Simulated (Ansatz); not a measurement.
C₂H₅Cd, doublet, at a GFN2-xTB geometry (such geometries of metal compounds can be far from the true shape) (the spin is typed, not shown lowest) (core potentials on Cd). Base run: HF/def2-SV(P) (Ansatz, a program for electronic structure).

Geometry (Å):
```xyz
8

Cd     0.2913     0.5618     0.3825
C     -0.0619    -1.6076    -0.7559
C     -1.4659    -1.4727    -1.3111
H      0.0096    -2.4240    -0.0332
H      0.6761    -1.7358    -1.5514
H     -1.5318    -0.6337    -2.0118
H     -2.1924    -1.3159    -0.5068
H     -1.7772    -2.3728    -1.8558
```
Charge 0, spin multiplicity 2.
Orbitals are unrestricted.
All else is at Ansatz's defaults.

The base run was repeated with changes; each row names its change, and settings that it needs were set with it.

| change | basis functions | E (Eh) |
|---|---|---|
| base | 62 | -245.36333 |
| basis = jorge-DZP-DKH; relativity = none | 103 | -5496.17631 |
| basis = jorge-DZP-DKH; relativity = spin-free X2C | 103 | -5663.86788 |
| basis = x2c-TZVPall; relativity = spin-free X2C; nucleus = Gaussian | 155 | -5669.95947 |
| basis = x2c-SVPall; relativity = spin-free X2C; nucleus = Gaussian | 109 | -5669.33713 |
| basis = x2c-SVPall; relativity = spin-free X2C | 109 | -5669.43508 |
| basis = jorge-DZP-DKH; relativity = spin-free X2C; nucleus = Gaussian | 103 | -5663.75818 |
| basis = x2c-SVPall; relativity = none | 109 | -5439.69148 |
| basis = x2c-TZVPall; relativity = spin-free X2C | 155 | -5670.06847 |
| basis = x2c-TZVPall; relativity = none | 155 | -5461.80002 |

Totals shift with the method and basis; they matter in differences.

Ansatz warned in this series: the basis is contracted for relativity, which the run leaves out.

Basis sets contracted for a relativistic Hamiltonian are a mismatch without it, so the rows without relativity aren't non-relativistic limits. No row has spin-orbit coupling; sets with core potentials leave out the core electrons.
